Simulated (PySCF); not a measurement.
Sn(Me)(SH)3, SMILES [CH3][Sn]([SH])([SH])[SH] (B3LYP/def2-SVP optimised geometry):

```
11

C     -1.594    -2.452     1.728
Sn    -0.840    -1.396     0.000
S      1.615    -1.396     0.000
S     -1.607    -2.456    -2.078
S     -1.615     0.935     0.000
H     -1.416    -3.528     1.594
H     -1.067    -2.093     2.623
H     -2.672    -2.259     1.824
H      1.666    -1.669    -1.325
H     -1.929    -1.261    -2.627
H     -0.385     1.396    -0.330
```

Level of theory: B3LYP/def2-TZVP, def2 effective core potentials past Kr run with PySCF 2.14.0.

**Question.** What are the frontier orbital energies and the dipole moment?

**Answer.** HOMO-2 -7.27 eV, HOMO-1 -7.26 eV, HOMO -7.11 eV, LUMO -1.98 eV, LUMO+1 -0.31 eV; dipole moment 0.83 D.

On the same geometry PBE/def2-TZVP, def2 effective core potentials past Kr in PySCF 2.14.0 gives HOMO-2 -6.31 eV, HOMO-1 -6.30 eV, HOMO -6.16 eV, LUMO -2.57 eV, LUMO+1 -0.91 eV; dipole moment 0.81 D.
